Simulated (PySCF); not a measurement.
A run for PySCF: U-B3LYP/6-31G* on CH5BO (SMILES BOC), a point of a bond scan (R = 1.610 Å).

```python
from pyscf import gto, scf, dft, mp
from pyscf.data.elements import chemcore

mol = gto.M(
    atom='''
    B    -0.29601612    0.11287921    1.27194518
    H    -1.49497030    0.67147911    2.18934492
    H     0.69681460   -0.37886937    1.73084670
    O    -0.44734906    0.21797670   -0.05665238
    C     0.53525936   -0.23564232   -0.98322630
    H     1.39622510   -0.66492676   -0.46632952
    H     0.08263230   -0.98692983   -1.63070172
    H     0.85577534    0.60971339   -1.59246502
    ''',
    basis='6-31g*',
    cart=True,
    charge=0, spin=0, verbose=3, max_memory=1800)
mf = dft.UKS(mol, xc='b3lyp')
mf.conv_tol = 1e-8
mf.max_cycle = 100
mf.init_guess_breaksym = True
mf.kernel()
if not mf.converged:
    mf = mf.newton().run(mf.mo_coeff, mf.mo_occ)
for _ in range(4):
    mo, _, stable, _ = mf.stability(return_status=True)
    if stable:
        break
    mf.kernel(mf.make_rdm1(mo, mf.mo_occ))
```

Program output:

```
converged SCF energy = -141.172282767592  <S^2> = 3.2586875e-09  2S+1 = 1
<class 'pyscf.dft.uks.UKS'> wavefunction is stable in the internal stability analysis
```

Self-consistency was reached.

Cost: very roughly 40 core-seconds.
